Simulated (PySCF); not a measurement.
# How methods differ on the excitation energy of Cu

Cu [Ar] 3d10 4s1 (2S) → Cu [Ar] 3d9 4s1 4p1 (high-spin determinant), as a difference of total energies. All numbers are calculated (PySCF 2.14, scalar relativity by spin-free X2C-1e, in aug-cc-pVDZ-DK). Correlated levels: valence: [Ar] frozen. The calculations carry no spin-orbit coupling.

```json
{"method": "UHF", "excitation energy (eV)": "2.067"}
{"method": "LDA", "excitation energy (eV)": "5.951"}
{"method": "PBE", "excitation energy (eV)": "5.466"}
{"method": "PBE0", "excitation energy (eV)": "4.757"}
{"method": "r2SCAN", "excitation energy (eV)": "4.831"}
{"method": "BP86", "excitation energy (eV)": "5.499"}
{"method": "wB97X", "excitation energy (eV)": "5.266"}
{"method": "BHandHLYP", "excitation energy (eV)": "4.233"}
{"method": "TPSSh", "excitation energy (eV)": "4.933"}
{"method": "MP2 (valence)", "excitation energy (eV)": "5.532"}
{"method": "SCS-MP2 (valence)", "excitation energy (eV)": "5.186"}
```

**Question.** How much does correlation contribute at MP2 (valence)?

**Answer.** 5.532 − (2.067) = 3.465 eV, measured against UHF.

A first-order spin-orbit estimate (lowest level to lowest level, LS coupling) adds -0.084 eV.

The determinant of the upper state mixes LS terms, which raises its energy above the lowest term, most at the Hartree-Fock and MP2 levels.
